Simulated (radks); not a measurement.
Results of a calculation; reference values are marked as such.
Q: Orbital eigenvalues (eV) of the osmium ion Os30+, [Kr] 4d10, of relativity; Dirac values are averaged over j with weights 2j + 1. Spin-unpolarised spherical Kohn-Sham, LDA (Slater exchange, Perdew-Wang correlation), point nucleus unless stated (finite: rms radius 5.4126 fm), a radial shooting solver on a logarithmic mesh with Libxc functionals. A level marked "c x" has the speed of light scaled by that factor and shares open shells by 2j + 1; other Dirac levels either fill j = l - 1/2 first or share by 2j + 1.

shell       non-rel.
1s            -68433
2s            -12233
2p            -11785
3s           -3660.5
3p           -3453.4
3d           -3066.6
4s           -1498.0
4p           -1408.2
4d           -1245.4
5s (empty)   -803.35
5p (empty)   -762.39

Give the values at the level "Dirac, c x 10".

A: 
shell       Dirac, c x 10  change of magnitude (%)
1s                 -68487                    +0.08
2s                 -12247                    +0.11
2p                 -11790                    +0.04
3s                -3664.0                    +0.09
3p                -3454.8                    +0.04
3d                -3066.5                    0.00
4s                -1499.1                    +0.07
4p                -1408.6                    +0.03
4d                -1245.4                    0.00
5s (empty)        -803.76                    +0.05
5p (empty)        -762.57                    +0.02
